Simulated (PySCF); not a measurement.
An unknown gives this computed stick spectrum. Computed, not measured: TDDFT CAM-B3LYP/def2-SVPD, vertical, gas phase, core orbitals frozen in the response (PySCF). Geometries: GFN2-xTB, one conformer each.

```csv
state,λ (nm),f
S1,165.4,0.025
S2,155.5,0.084
S3,154.7,0.054
S4,150.9,0.065
S5,147.9,0.033
S6,145.2,0.018
S7,143.3,0.138
S8,142.9,0.019
```

Triplets computed (Tamm–Dancoff): 7.18, 7.63, 7.71 eV.

Orbital energies (eV): HOMO-3 -10.88, HOMO-2 -10.62, HOMO-1 -10.16, HOMO -9.32, LUMO 1.06, LUMO+1 1.40, LUMO+2 1.63.

Problem. Which structure fits?
A. `C1=CC2=C(C=CO2)O1`
B. `CCO[Si@H](F)[SiH2]C`
C. `C#C[C@@H]1C[C@]1([SiH3])C=O`
D. `CO[Si@@H](F)CC[SiH3]`

Solution. D. Its S1, at 7.50 eV, is the highest among the candidates; the nearest of the others has S1 at 6.47 eV. S1 is HOMO→LUMO (82%), HOMO→LUMO+2 (9%). Löwdin shares by element: HOMO carbon 44% or more, silicon 29% (atoms not listed hold the other 28%); LUMO silicon 37%, carbon 16% or more (atoms not listed hold the other 47%). At the same level the other candidates give, for their lowest levels:
- `c1cc2occc2o1`: 232 nm (f 0.375); 207 nm (f 0.012); 194 nm (f 0.000); 188 nm (f 0.044); 188 nm (f 0.000); T1 3.37 eV; HOMO -7.30, LUMO 0.69 eV
- `C#C[C@@H]1C[C@]1([SiH3])C=O`: 282 nm (f 0.000); 203 nm (f 0.027); 195 nm (f 0.009); 189 nm (f 0.022); 184 nm (f 0.015); T1 3.82 eV; HOMO -8.94, LUMO 0.15 eV
- `CCO[Si@H](F)[SiH2]C`: 192 nm (f 0.011); 177 nm (f 0.049); 160 nm (f 0.093); 157 nm (f 0.028); 156 nm (f 0.007); T1 5.79 eV; HOMO -9.34, LUMO 0.49 eV

Shape of the structure used: `[CH3:1][O:2][Si@@H:3]([F:4])[CH2:5][CH2:6][SiH3:7]`: C1–O2–Si3–F4 57°, O2–Si3–C5–C6 -63°, Si3–C5–C6–Si7 179°.

Without π bonds the low states are Rydberg-like; a valence basis with one diffuse set may place them up to an eV too high.
